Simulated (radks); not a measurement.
All-electron atom: I39+ in [Ne] 3s2 3p2.

Method: Dirac Kohn-Sham, PBE, spin-unpolarised, spherical densities, finite nucleus; open shells fill j = l - 1/2 first; Fermi nuclear charge, rms radius 4.75 fm; computed with a radial shooting solver on a logarithmic mesh with Libxc functionals.

Energy parts (hartree):
| part | energy |
|---|---|
| total | -5790.54820 |
| kinetic | 6209.45631 |
| electron-nucleus | -12641.23426 |
| Hartree | 745.17267 |
| exchange-correlation | -103.94292 |

Orbitals (lengths in bohr, moments of r in powers of bohr):
orbital,occ.,eigenvalue (hartree),<r>,small-component weight
1s1/2,2,-1299.014,0.02721,3.81e-02
2s1/2,2,-270.8220,0.1151,8.38e-03
2p1/2,2,-260.3736,0.09692,8.36e-03
2p3/2,4,-249.0710,0.1024,7.96e-03
3s1/2,2,-106.6829,0.2802,3.17e-03
3p1/2,2,-102.9397,0.2661,3.11e-03
3p3/2,0,-100.1027,0.2742,3.02e-03

The highest occupied level is 3p1/2 at -2801.1 eV. The electron density at the nucleus is 2.503e+05 e/bohr^3. For comparison, the ionisation energy in NIST's Atomic Spectra Database is 2836 eV (theoretical). In exact Kohn-Sham theory the highest level is minus the ionisation energy, but local and semilocal functionals leave it too shallow, through self-interaction and a potential that decays too fast; potentials with the right tail come closer. The density falls to 0.001 e/bohr^3 at r = 0.77 bohr. Summed over all electrons, <r^2> = 0.4496 bohr^2, which gives a Langevin (diamagnetic) susceptibility term of -0.356 x 10^-6 cm^3/mol.

Beside tabulated values, note that spin-unpolarised runs miss the spin-polarisation part of the exchange energy of open shells.
